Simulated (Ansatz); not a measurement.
Cartesian coordinates in Å:
```
C 0.252 2.863 0.405
C 0.510 1.699 0.167
Zr 0.951 -0.387 -0.255
F 2.228 -1.020 0.981
F 1.618 -0.544 -2.014
C -0.875 -1.551 -0.069
C -1.902 -2.191 0.038
H 0.024 3.885 0.614
H -2.805 -2.753 0.133
```

Charge 0, multiplicity 1. Zr takes the def2 core potential.

Question: List the B3LYP/def2-TZVPP orbital energies in eV (Ansatz). (Best estimate.)

Answer: The calculation gave: Occupied: -671.63, -671.63, -277.47, -277.47, -276.64, -276.64, -59.43, -36.89, -36.35, -35.73, -31.14, -30.65, -20.59, -20.57, -15.15, -15.12, -12.75, -12.69, -12.21, -12.16, -12.08, -11.67, -10.73, -10.33, -8.54, -8.35, -8.34, -8.19. Lowest empty: -2.77, -2.37, -1.52, -1.19, -0.59, -0.17, 0.93, 0.95.

B3LYP here is the variant with VWN-RPA as its local correlation; programs differ in this.
